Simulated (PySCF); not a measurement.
Magnetic susceptibility: `[SiH3][C@@H]1CC[P@H]1=[Se]`, C3H9PSeSi

Molfile (atoms numbered from 1):
```
C3H9PSeSi
     RDKit          3D

 15 15  0  0  0  0  0  0  0  0999 V2000
    2.0610   -0.7115   -0.1372 Si  0  0  0  0  0  4  0  0  0  0  0  0
    0.1639   -0.6262   -0.0448 C   0  0  2  0  0  0  0  0  0  0  0  0
   -0.5999    0.2079   -1.0954 C   0  0  0  0  0  0  0  0  0  0  0  0
   -1.6839    0.7779   -0.1628 C   0  0  0  0  0  0  0  0  0  0  0  0
   -0.6095    0.3859    1.2994 P   0  0  1  0  0  5  0  0  0  0  0  0
   -1.2824   -0.3500    3.1164 Se  0  0  0  0  0  2  0  0  0  0  0  0
    2.5601    0.6674   -0.1429 H   0  0  0  0  0  0  0  0  0  0  0  0
    2.5542   -1.4466    1.0228 H   0  0  0  0  0  0  0  0  0  0  0  0
    2.3966   -1.3750   -1.3961 H   0  0  0  0  0  0  0  0  0  0  0  0
   -0.2687   -1.6291    0.0312 H   0  0  0  0  0  0  0  0  0  0  0  0
   -0.9857   -0.3716   -1.9333 H   0  0  0  0  0  0  0  0  0  0  0  0
    0.0292    1.0065   -1.4892 H   0  0  0  0  0  0  0  0  0  0  0  0
   -1.9824    1.8119   -0.3289 H   0  0  0  0  0  0  0  0  0  0  0  0
   -2.5755    0.1479   -0.1342 H   0  0  0  0  0  0  0  0  0  0  0  0
    0.2187    1.5126    1.3730 H   0  0  0  0  0  0  0  0  0  0  0  0
  1  2  1  0
  2  3  1  0
  3  4  1  0
  4  5  1  0
  5  6  2  0
  5  2  1  0
  1  7  1  0
  1  8  1  0
  1  9  1  0
  2 10  1  1
  3 11  1  0
  3 12  1  0
  4 13  1  0
  4 14  1  0
  5 15  1  1
M  END
```

Method used: GIAO KT3/pcSseg-1 magnetisability, rotational g tensor and spin-rotation constants, non-relativistic, gas phase in PySCF 2.14.0. Geometry: GFN2-xTB.

The calculation is non-relativistic, which matters for the atoms heavier than Zn.

(1) How diamagnetic is it, and how anisotropic?

(2) Split it along the inertial axes a, b, c into diamagnetic and paramagnetic parts about the centre of mass, with the quadrupole moment.

(3) And the rotational g tensor?

Results:

(1) Isotropic -1536 × 10⁻³⁰ J/T², or -92.5 × 10⁻⁶ cm³/mol; principal values -1622, -1595, -1390 × 10⁻³⁰ J/T², anisotropy 220 × 10⁻³⁰ J/T² (root of half the summed squared differences of the principal values). The susceptibility is in cgs units.

(2) 
| axis | χ (10⁻⁶ cm³/mol) | diamagnetic (10⁻⁶ cm³/mol) | paramagnetic (10⁻⁶ cm³/mol) | summed x² of all electrons (Å²) | quadrupole Θ (D Å) |
| --- | --- | --- | --- | --- | --- |
| a | -96.7 | -618.9 | 522.2 | 321.2 | -4.15 |
| b | -96.0 | -1488.8 | 1392.8 | 116.1 | +2.85 |
| c | -84.8 | -1855.2 | 1770.3 | 29.8 | +1.30 |

Anisotropies 2χaa − χbb − χcc = -12.5 and 2χbb − χaa − χcc = -10.5 × 10⁻⁶ cm³/mol. Θ is traceless in Buckingham's convention.

(3) 
```
axis  rotational constant (GHz)        g  nuclear part  electronic part
   a                     2.5492  -0.0197        0.6057          -0.6254
   b                     0.8013  -0.0080        0.5163          -0.5243
   c                     0.6433  -0.0095        0.5255          -0.5350
```
Asymmetric top; isotopes 12C, 1H, 31P, 80Se, 28Si; no vibrational averaging.
